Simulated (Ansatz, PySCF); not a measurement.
C₃H₈OSi, SMILES C[SiH2]CC=O. Atoms are numbered in the order given.

```xyz
13

C      2.4407     0.2336     0.5660
Si     0.6801    -0.4315     0.4302
C     -0.3759     0.8145    -0.5516
C     -1.8121     0.3923    -0.7276
O     -2.2766    -0.6351    -0.2975
H      3.0810    -0.4638     1.1296
H      2.4598     1.2044     1.0875
H      2.8908     0.3734    -0.4304
H      0.6865    -1.7413    -0.2802
H      0.0987    -0.6079     1.7907
H     -0.3647     1.8093    -0.0664
H      0.0572     0.9945    -1.5541
H     -2.4610     1.1064    -1.3020
```
Charge 0, spin multiplicity 1.

The structure is a stationary point at B3LYP-D3(BJ)/def2-SVP. The structure was generated by enumeration, and PubChem lists no compound with its InChIKey, so it may never have been made. The values are those of a single conformer.

Two levels are set side by side: PBE-D3(BJ)/def2-SVP (Ansatz, a first-principles code) and B3LYP-D3(BJ)/def2-SVP (Ansatz). Each level has its own optimised geometry; the coordinates shown are those of the second. Frequencies come from the Hessian of PySCF at each geometry. Differences are taken from unrounded values.

```tsv
quantity	B3LYP-D3(BJ)	PBE-D3(BJ)	PBE-D3(BJ) minus B3LYP-D3(BJ)
mean bond length (Å)	1.344	1.352	0.008
bond C1–Si2 (Å)	1.887	1.892	0.005
bond Si2–C3 (Å)	1.906	1.912	0.006
bond C3–C4 (Å)	1.507	1.509	0.002
bond C4–O5 (Å)	1.207	1.216	0.010
bond C1–H6 (Å)	1.102	1.109	0.007
bond C1–H7 (Å)	1.102	1.109	0.007
bond C1–H8 (Å)	1.102	1.109	0.007
bond Si2–H9 (Å)	1.490	1.503	0.013
bond Si2–H10 (Å)	1.490	1.503	0.013
bond C3–H11 (Å)	1.107	1.115	0.008
bond C3–H12 (Å)	1.107	1.115	0.008
bond C4–H13 (Å)	1.123	1.134	0.011
highest harmonic wavenumber (cm⁻¹)	3121	3077	-44
mean harmonic wavenumber (cm⁻¹)	1322	1285	-38
zero-point energy (kcal/mol)	62.38	60.61	-1.77
```

GGA bonds tend to be longer and softer than those of functionals with exact exchange. Differences between two approximate levels are no errors against the true value.
